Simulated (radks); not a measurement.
Species: the hafnium ion Hf0.25+. Configuration: [Xe] 4f14 5d0.75 6s2 6p1 (fractional occupations, a model configuration). Method: scalar-relativistic Kohn-Sham, LDA (Slater exchange, Perdew-Wang correlation), spin-unpolarised, spherical densities, point nucleus; computed with a radial shooting solver on a logarithmic mesh with Libxc functionals.

Normalised radial functions P(r) = r R(r), r in bohr:

| r | 4d | 5s | 4f |
|---|---|---|---|
| 0.001312 | 0.0000 | 0.0723 | 0.0000 |
| 0.001793 | 0.0001 | 0.0905 | 0.0000 |
| 0.002449 | 0.0002 | 0.1116 | 0.0000 |
| 0.003373 | 0.0004 | 0.1352 | 0.0000 |
| 0.004608 | 0.0010 | 0.1577 | 0.0000 |
| 0.006345 | 0.0024 | 0.1756 | 0.0000 |
| 0.008669 | 0.0055 | 0.1802 | 0.0000 |
| 0.01184 | 0.0124 | 0.1615 | 0.0001 |
| 0.01631 | 0.0282 | 0.1054 | 0.0004 |
| 0.02228 | 0.0606 | 0.0071 | 0.0013 |
| 0.03044 | 0.1247 | -0.1245 | 0.0037 |
| 0.04192 | 0.2444 | -0.2489 | 0.0110 |
| 0.05727 | 0.4302 | -0.2763 | 0.0296 |
| 0.07823 | 0.6671 | -0.1291 | 0.0744 |
| 0.1077 | 0.8620 | 0.1783 | 0.1740 |
| 0.1472 | 0.8045 | 0.4022 | 0.3549 |
| 0.2027 | 0.2909 | 0.2328 | 0.6385 |
| 0.2769 | -0.5795 | -0.2924 | 0.9582 |
| 0.3783 | -1.3415 | -0.5981 | 1.1908 |
| 0.521 | -1.4859 | -0.1594 | 1.2086 |
| 0.7117 | -1.0374 | 0.6669 | 1.0106 |
| 0.9723 | -0.4744 | 1.1090 | 0.7073 |
| 1.339 | -0.1305 | 0.8922 | 0.4078 |
| 1.829 | -0.0207 | 0.4257 | 0.1955 |
| 2.499 | -0.0016 | 0.1185 | 0.0742 |
| 3.442 | 0.0000 | 0.0164 | 0.0201 |
| 4.702 | 0.0000 | 0.0010 | 0.0037 |
| 6.475 | 0.0000 | 0.0000 | 0.0004 |
| 8.846 | 0.0000 | 0.0000 | 0.0000 |
| 12.08 | 0.0000 | 0.0000 | 0.0000 |

4d: eigenvalue -212.25 eV, 1 radial node at r = 0.227 bohr, <r> = 0.535 bohr, 90 % of the charge inside 0.805 bohr. 5s: eigenvalue -72.947 eV, 4 radial nodes at r = 0.0227, 0.0905, 0.235, 0.555 bohr, <r> = 1.13 bohr, 90 % of the charge inside 1.63 bohr. 4f: eigenvalue -22.809 eV, 0 radial nodes, <r> = 0.675 bohr, 90 % of the charge inside 1.14 bohr.
